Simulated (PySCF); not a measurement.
Zn(OH)(SeH), SMILES [SeH][Zn][OH] (CAM-B3LYP/def2-SVP optimised geometry):

```
5

Zn     0.034     0.343     0.000
O      1.800     0.343     0.000
H      2.233    -0.499    -0.176
Se    -2.233     0.499     0.000
H     -2.293     0.230     1.445
```

Computed with PySCF with CAM-B3LYP/def2-TZVP.

Task: What are the frontier orbital energies and the dipole moment?

Result: HOMO-2 -10.02 eV, HOMO-1 -9.88 eV, HOMO -8.43 eV, LUMO -0.24 eV, LUMO+1 0.54 eV; dipole moment 1.48 D.

On the same geometry PySCF with PBE/def2-TZVP gives HOMO-2 -7.37 eV, HOMO-1 -6.84 eV, HOMO -6.02 eV, LUMO -1.91 eV, LUMO+1 -1.08 eV; dipole moment 1.36 D.

Meta-Löwdin charges at CAM-B3LYP/def2-TZVP: Zn1 1.19, O2 -1.01, H3 0.34, Se4 -0.58, H5 0.07.
